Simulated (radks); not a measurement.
Problem. Species: I I. Configuration: [Kr] 4d10 5s2 5p5. Calculated with a radial shooting solver on a logarithmic mesh with Libxc functionals: Dirac Kohn-Sham, PBEsol, spin-unpolarised, spherical densities, finite nucleus; open shells fill j = l - 1/2 first; Fermi nuclear charge, rms radius 4.75 fm. Some entries of the table are withheld. Estimate them.

orbital,occ.,eigenvalue (hartree),r(max) (bohr)
1s1/2,2,(1),0.01754
2s1/2,2,(2),0.09929
2p1/2,2,(3),0.07614
2p3/2,4,(4),0.08094
3s1/2,2,-37.72822,0.2860
3p1/2,2,-32.96396,0.2724
3p3/2,4,-30.89994,0.2831
3d3/2,4,(5),0.2299
3d5/2,6,(6),0.2330
4s1/2,2,-6.61613,0.6808
4p1/2,2,-4.95323,0.6987
4p3/2,4,-4.54993,0.7231
4d3/2,4,-1.87708,0.7737
4d5/2,6,-1.81401,0.7823
5s1/2,2,-0.63815,1.703
5p1/2,2,-0.28474,1.968
5p3/2,3,-0.24767,2.059

Solution. 
(1) 1s1/2 eigenvalue (hartree): -1210.583
(2) 2s1/2 eigenvalue (hartree): -186.9844
(3) 2p1/2 eigenvalue (hartree): -175.4680
(4) 2p3/2 eigenvalue (hartree): -164.4983
(5) 3d3/2 eigenvalue (hartree): -22.49551
(6) 3d5/2 eigenvalue (hartree): -22.06130
